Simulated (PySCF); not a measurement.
```xyz
3
charge 0 multiplicity 2, angstrom
Hf   -0.0295    0.0000   -0.1720
O    -1.4619    0.0000    0.8186
F     1.5109    0.0000    0.9540
```

Level of theory: UPBE0/[Hf def2-TZVP with ECP60, O def2-TZVP, F def2-TZVP], scalar-relativistic core potentials, density fitting, no spin–orbit coupling, PySCF.

This geometry of HfOF is a stationary point at this level.

(1) What is the point group?

(2) Is it a minimum?

(3) List the harmonic modes with their infrared intensities.

(4) What are the dipole moment and the gap between the highest occupied and lowest empty levels of either spin?

(5) Give the atomic charges and bond orders.

Answers

(1) Cs.

(2) Yes: all harmonic wavenumbers are real.

(3) 
```tsv
symmetry	ω (cm⁻¹)	IR (km/mol)
a'	220	15.6
a'	631	96.2
a'	961	146
```

(4) 4.72 D and 2.83 eV.

(5) 
```
atom  Mulliken  Löwdin  polar tensor  spin (Mulliken)  Mayer order to Hf1
 Hf1      0.98    0.58          1.49             1.08                   –
  O2     -0.55   -0.33         -0.87            -0.07                2.19
  F3     -0.43   -0.25         -0.61            -0.01                0.97
```

Other isomers or separated fragments may lie lower. With open d or f shells other occupations or spin states may lie lower. Spin–orbit coupling, left out here, can matter for elements this heavy.
